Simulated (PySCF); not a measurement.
AlClFH2N, SMILES [NH2][Al]([F])[Cl]. Atoms are numbered in the order given.

```xyz
6

Al    -0.0684     0.4033     0.0000
F     -1.5949     1.0557     0.0000
Cl     0.1362    -1.6790     0.0000
N      1.3337     1.4563     0.0000
H      2.2960     1.1338     0.0000
H      1.2959     2.4707     0.0000
```

Coordinates come from a B3LYP-D3(BJ)/def2-SVP optimisation. The values are those of a single conformer.

Computed with PBE0/def2-TZVPD (PySCF).

Gas-phase values at a fixed geometry.

```yaml
total_energy: -858.29003 hartree
point_group: Cs
highest_occupied_level: -8.10 eV
lowest_empty_level: -1.06 eV
orbital_gap: 7.05 eV
dipole_moment: 0.519 e·Å
quadrupole, principal values (traceless, Buckingham form, about the centre of nuclear charge): -6.31, 1.78, 4.53 D·Å
mean_static_polarisability: 45.6 bohr³ (6.76 Å³)
polarisability_principal_values: 40.3, 43.7, 52.9 bohr³
```
